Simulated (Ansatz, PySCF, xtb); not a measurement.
Pair of molecules: CH4O (SMILES CO) (first 6 atoms) with HBr (SMILES Br); geometry from B3LYP-D3(BJ)/def2-TZVP, rigid monomers moved along the line of their centres of mass till O2···H8 is 2.48 Å.
(charge 0, multiplicity 1):
| atom | x (Å) | y (Å) | z (Å) |
|---|---|---|---|
| C | -0.1565 | 0.4894 | 0.2119 |
| O | -0.1782 | -0.7630 | 0.9054 |
| H | -0.0389 | 0.3383 | -0.8634 |
| H | 0.7040 | 1.0369 | 0.5894 |
| H | -1.0601 | 1.0723 | 0.4066 |
| H | -0.9356 | -1.2792 | 0.6077 |
| Br | -0.6134 | 0.0165 | 4.7319 |
| H | -0.4067 | -0.4057 | 3.3514 |

Monomers are frozen at their geometry in the pair; levels with a basis set take the counterpoise correction. Rows marked so take none.

Rows in 6-31G* carry no dispersion term and start afresh at each structure (6-31G* with six Cartesian d functions); the Pople sets are all-electron and without relativity. MP2/6-31G* freezes PySCF's default core, which leaves 3d correlated.

Programs: Ansatz (Gaussian basis) for Hartree–Fock, density functionals and correlated methods; PySCF for 6-31G* rows; xtb for the GFN methods. 

Q: One of these levels gives -118.1 meV for the interaction energy. Which one is it?
A) MP2/6-31G* (no counterpoise)
B) GFN-FF
C) wB97X-V/def2-TZVPPD

A: B, GFN-FF. The others give -166.2 (wB97X-V/def2-TZVPPD), -223.6 (MP2/6-31G* (no counterpoise))

Ansatz is an electronic-structure program.
